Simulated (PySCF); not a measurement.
HfCl4: breathing scan

Computed with PySCF, B3LYP, basis Hf def2-SVP with ECP60, Cl def2-SVP (scalar-relativistic core potentials, no spin–orbit coupling, density fitting).

Rigid scan from the singlet minimum (Hf–Cl 2.342 Å (×4); Cl–Hf–Cl 109.5° (×6)). Coordinate: all bonds to the central atom scaled together. Energies in kJ/mol from the minimum.

```
scale of all bonds to the centre  E (kJ/mol)
                            0.88       403.3
                            0.92       157.8
                            0.96        34.9
                            1.00         0.0
                            1.04        27.2
                            1.08        97.5
                            1.14       254.1
                            1.22       510.5
                            1.35       939.8
```

At long bonds a restricted determinant can lie too high, and another spin state can fall below this curve.

With an element this heavy the missing spin–orbit coupling can shift these numbers.

Other isomers or separated fragments may lie lower.
